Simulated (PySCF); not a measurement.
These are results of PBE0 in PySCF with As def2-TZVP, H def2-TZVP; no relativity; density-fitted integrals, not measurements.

```xyz
3
charge 1 multiplicity 1, angstrom
As    0.0000    0.0000   -0.0281
H     1.0910    0.0000    1.0447
H    -1.0910    0.0000    1.0447
```

AsH₂⁺ (singlet), along the line from As1 (at 0) through H2 (at 1.530 Å).

Task: Tabulate the fields along this line at -0.54, -0.38, -0.23, -0.08, 0.15, 0.31, 0.46, 0.61, 0.77, 0.92, 1.07, 1.22, 1.38, 1.61, 1.76, 1.91, 2.07, 2.22, 2.37 Å.

Result: 
```
distance (Å)  electron density (e/Å³)  electron localisation function  electrostatic potential (V)
       -0.54                     4.42                           0.332                         83.2
       -0.38                     21.7                           0.719                          177
       -0.23                     84.6                           0.618                          561
       -0.08                     1220                           0.786                         3620
        0.15                      162                           0.242                         1220
        0.31                     47.1                            0.78                          297
        0.46                     9.49                           0.538                          118
        0.61                     2.33                           0.172                         63.1
        0.77                     1.21                           0.279                         38.6
        0.92                     1.08                           0.821                         26.8
        1.07                     1.13                           0.976                           24
        1.22                     1.34                           0.996                         32.4
        1.38                     1.77                               1                         74.9
        1.61                     1.88                               1                          168
        1.76                    0.925                               1                         44.5
        1.91                    0.445                               1                         22.3
        2.07                    0.218                           0.999                         14.1
        2.22                    0.108                           0.998                         10.4
        2.37                   0.0549                           0.997                         8.35
```

On a grid of 0.08 Å the density has a local minimum along the bond near 0.92 Å from As, at 1.08 e/Å³, where the ELF is 0.82.
